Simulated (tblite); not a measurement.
C4H12Si3.
SMILES with atom numbers: `[CH:1]#[C:2][C@@H:3]([CH3:4])[SiH:5]([SiH3:6])[SiH3:7]` (hydrogens: H8 on C1; H9 on C3; H10, H11, H12 on C4; H13 on Si5; H14, H15, H16 on Si6; H17, H18, H19 on Si7)

Computed geometry: GFN2-xTB, gas phase.

Q: Give the optimised bond lengths and angles.

A: 
```tsv
bond	length (Å)	order
C1≡C2	1.198	triple
C2–C3	1.442	single
C3–C4	1.528	single
C3–Si5	1.938	single
Si5–Si6	2.324	single
Si5–Si7	2.322	single
C1–H8	1.049	single
C3–H9	1.096	single
C4–H10, C4–H11, C4–H12	1.089	single
Si5–H13	1.485	single
Si6–H14, Si6–H15, Si6–H16	1.466	single
Si7–H17, Si7–H18, Si7–H19	1.465	single
```

Bonds in one row agree within 0.01 Å and their mean is given. Orders are formal, as drawn. A selection of angles:
```tsv
angle	degrees
C2–C1–H8	178.4
C1–C2–C3	178.0
C2–C3–C4	110.5
C2–C3–Si5	109.2
C2–C3–H9	107.7
C4–C3–Si5	111.9
C4–C3–H9	108.6
Si5–C3–H9	108.8
C3–C4–H10	110.5
C3–C4–H12	110.2
H10–C4–H11	108.1
C3–Si5–Si6	108.2
C3–Si5–Si7	108.0
C3–Si5–H13	102.2
Si6–Si5–Si7	117.9
Si6–Si5–H13	109.5
Si7–Si5–H13	109.9
Si5–Si6–H14	110.4
Si5–Si6–H15	112.4
Si5–Si6–H16	114.0
H14–Si6–H15	107.3
H14–Si6–H16	106.1
Si5–Si7–H17	111.9
Si5–Si7–H18	110.0
Si5–Si7–H19	114.8
H17–Si7–H18	107.1
H17–Si7–H19	106.4
```

Dihedral angles: C2–C3–Si5–Si6 -69° (synclinal).

Si5 (SiH silicon) is distorted tetrahedral (angles from 102.2° to 117.9°). The 3 C–C bonds span 1.198 Å (C1≡C2, drawn triple) to 1.528 Å (C3–C4, drawn single), a spread of 0.330 Å. Si7 (SiH3 silicon) is distorted tetrahedral (angles from 106.1° to 114.8°). Of the pairs four or more bonds apart, Si6···H10 is among the closest relative to their van der Waals radii: 3.12 Å, 95 % of the sum of Bondi's values. Si6 (SiH3 silicon) is distorted tetrahedral (angles from 106.1° to 114.0°).

Point group: C1 (no symmetry element, even within 0.4 Å). Its GFN2-xTB frequencies are all real (lowest 20 cm⁻¹). One conformer, not necessarily the lowest.
